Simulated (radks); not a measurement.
Values are calculated unless marked as measured or tabulated.
Ionisation of the samarium ion Sm3+, [Xe] 4f5, to Sm4+, [Xe] 4f4, under several functionals. Dirac Kohn-Sham, spin-unpolarised, spherical densities, finite nucleus; open shells fill j = l - 1/2 first; a radial shooting solver on a logarithmic mesh with Libxc functionals.

functional                                      E(Sm3+) (hartree)  Exc (hartree)  IE (eV)  -e(HOMO) (eV)  <r> HOMO (bohr)  IE error (eV)
LDA (Slater exchange, Perdew-Wang correlation)        -10425.1321      -228.0872   42.461         32.902           0.9012         +0.821
OLYP                                                  -10436.2266      -239.4127   42.562         32.948           0.8972         +0.922
PBEsol                                                -10428.7006      -231.6907   42.165         32.615           0.9021         +0.525
exchange-only B88                                     -10430.0500      -233.0544   40.704         31.206           0.9053         -0.936
B86b exchange with PBE correlation                    -10433.3344      -236.3754   42.130         32.585           0.9024         +0.490
BLYP                                                  -10433.1841      -236.2132   41.917         32.385           0.9033         +0.277
AM05                                                  -10425.4380      -228.3999   42.215         32.655           0.9014         +0.575
XLYP                                                  -10433.9127      -236.9488   41.943         32.412           0.9035         +0.303

NIST Atomic Spectra Database: 41.6 eV (semi-empirical). Closest: BLYP. The Delta-SCF values span 1.86 eV, the total energies 11.09 hartree. The highest occupied level is 4f5/2. Spin polarisation and multiplet splitting are left out, so open shells lie too high by an amount that depends on their filling.

Beside tabulated values, note that spin-unpolarised runs miss the spin-polarisation part of the exchange energy of open shells.
